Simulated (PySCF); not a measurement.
This PySCF input asks for the NMR shieldings of 1,1,1-trifluorohexane, C6H11F3; the geometry comes from PBE0-D3(BJ)/def2-SVP.

```python
import basis_set_exchange as bse
import numpy as np
from pyscf import gto, dft
from pyscf.prop import nmr

atoms = """
C    -3.217093   -0.063438   -0.247594
C    -1.832314   -0.686625   -0.313364
C    -0.706279    0.317269   -0.108061
C     0.677462   -0.313257   -0.150068
C     1.794867    0.697615    0.052633
C     3.167170    0.080396    0.059206
F     3.306348   -0.812899    1.047611
F     3.430574   -0.558912   -1.087433
F     4.117265    1.007115    0.224842
H    -4.006914   -0.813929   -0.401564
H    -3.395899    0.411383    0.730659
H    -3.343025    0.714592   -1.017788
H    -1.746404   -1.484040    0.445760
H    -1.695059   -1.187525   -1.287853
H    -0.774200    1.106669   -0.878767
H    -0.846758    0.832065    0.859874
H     0.823924   -0.824128   -1.116259
H     0.752909   -1.094473    0.624834
H     1.790154    1.458681   -0.743344
H     1.677290    1.230452    1.009299
"""
names = dict.fromkeys(["C", "F", "H"], "pcSseg-1")
basis = {el: gto.basis.parse(bse.get_basis(n, elements=[el], fmt="nwchem")) for el, n in names.items()}
mol = gto.M(atom=atoms, basis=basis, charge=0, verbose=0)
mf = dft.RKS(mol, xc="HYB_GGA_XC_WB97X_D")
mf.grids.level = 2
mf.grids.alignment = dft.numint.BLKSIZE   # the property module wants whole blocks of grid points
mf.conv_tol = 1e-9
mf.kernel()

calc = nmr.RKS(mf)   # GIAO
C = mf.mo_coeff
Co = C[:, mf.mo_occ > 0]
resp = mf.gen_response(singlet=True, hermi=2)
def vind(x):   # induced exchange potential for any number of trial vectors
    d = np.einsum("pi,xij,qj->xpq", C, 2 * x.reshape(-1, C.shape[1], Co.shape[1]), Co, optimize=True)
    return np.einsum("xpq,pi,qj->xij", resp(d - d.transpose(0, 2, 1)), C, Co, optimize=True).ravel()
mo1, _ = nmr.rhf.solve_mo1(calc, with_cphf=vind)
sigma = calc.kernel(mo1)
for i, s in enumerate(sigma):   # ppm
    w = np.linalg.eigvalsh((s + s.T) / 2)
    print("%2d %-2s iso %8.1f  s11 %8.1f  s22 %8.1f  s33 %8.1f" % (i, mol.atom_pure_symbol(i), w.mean(), *w))
```

Problem. Give the expected output.

Solution. 
```
 0 C  iso    168.0  s11    156.7  s22    161.8  s33    185.6
 1 C  iso    158.3  s11    146.0  s22    156.4  s33    172.7
 2 C  iso    150.5  s11    132.0  s22    146.1  s33    173.3
 3 C  iso    159.5  s11    143.8  s22    159.8  s33    174.8
 4 C  iso    146.6  s11    126.2  s22    143.0  s33    170.5
 5 C  iso     52.6  s11     48.2  s22     50.6  s33     58.9
 6 F  iso    267.3  s11    176.7  s22    276.5  s33    348.9
 7 F  iso    267.2  s11    176.8  s22    277.3  s33    347.5
 8 F  iso    257.9  s11    170.1  s22    256.6  s33    346.8
 9 H  iso     30.1  s11     25.5  s22     27.3  s33     37.6
10 H  iso     30.4  s11     26.2  s22     28.7  s33     36.4
11 H  iso     30.4  s11     26.2  s22     28.7  s33     36.4
12 H  iso     30.2  s11     25.0  s22     30.6  s33     34.9
13 H  iso     30.2  s11     25.1  s22     30.5  s33     34.9
14 H  iso     30.4  s11     25.5  s22     31.4  s33     34.2
15 H  iso     30.4  s11     25.5  s22     31.5  s33     34.2
16 H  iso     30.0  s11     24.4  s22     31.8  s33     33.8
17 H  iso     30.0  s11     24.4  s22     31.9  s33     33.8
18 H  iso     29.6  s11     25.2  s22     30.2  s33     33.5
19 H  iso     29.7  s11     25.2  s22     30.4  s33     33.4
```

These numbers come from an equivalent density-fitted implementation of the same equations, which agrees with the script to about 0.01 ppm for H and up to a few tenths of a ppm for heavy atoms, so last digits may differ.

Problem. Turn these shieldings into chemical shifts. Shifts are taken against calculated references (same method and geometry level): ¹³C (184.54 ppm), ¹H (31.38 ppm) vs TMS; ¹⁹F (187.16 ppm) against CFCl3.

Solution. Averaging equivalent atoms: C 5: 132.0; C 4: 38.0; C 2: 34.1; C 1: 26.2; C 3: 25.1; C 0: 16.5; F 6/7/8: -77.0; H 18/19: 1.75; H 16/17: 1.36; H 12/13: 1.22; H 9/10/11: 1.04; H 14/15: 0.99 ppm. Unscaled 19F shifts against computed CFCl3 carry errors that often reach 10 to 50 ppm.

Size and cost of the density-fitted run: 208 basis functions, 25 s wall time on 1 thread of an AMD EPYC 9R45 96-Core, shared host; peak memory 1.1 GiB.
